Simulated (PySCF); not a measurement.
Converging AlPb in the basis (MP2)

PySCF, UHF reference; quartet, unpaired electrons σ ↑, π ↑↑; De to Al + Pb without counterpoise correction. Frozen cores follow the default of each basis and core potential.

```csv
basis,relativity,functions,Re (Å),ωe (cm⁻¹),De (eV),frozen orbitals
def2-SVP,scalar-relativistic core potentials,44,2.712,253,1.85,9
cc-pV(D+d)Z/cc-pVDZ-PP,scalar-relativistic core potentials,46,2.723,252,1.83,9
def2-SVPD,scalar-relativistic core potentials,56,2.716,250,1.86,9
```

Task: How does each smaller set differ from the one with most functions, def2-SVPD?

Result: def2-SVP: -0.4 pm, +1.2 % in ωe, -0.01 eV in De; cc-pV(D+d)Z/cc-pVDZ-PP: +0.7 pm, +0.8 % in ωe, -0.03 eV in De. All at MP2; the set with most functions is neither the basis-set limit nor always the best.

Correlated steps freeze 9 core orbitals. Correlated levels converge slowly with the basis: in double zeta they bind strong bonds too weakly, by up to about 1 eV, and carry superposition errors of some tenths. Spin–orbit coupling is left out, which matters for elements this heavy, above all for dissociation energies. The state was picked by a PBE0 search and need not be the measured ground state.
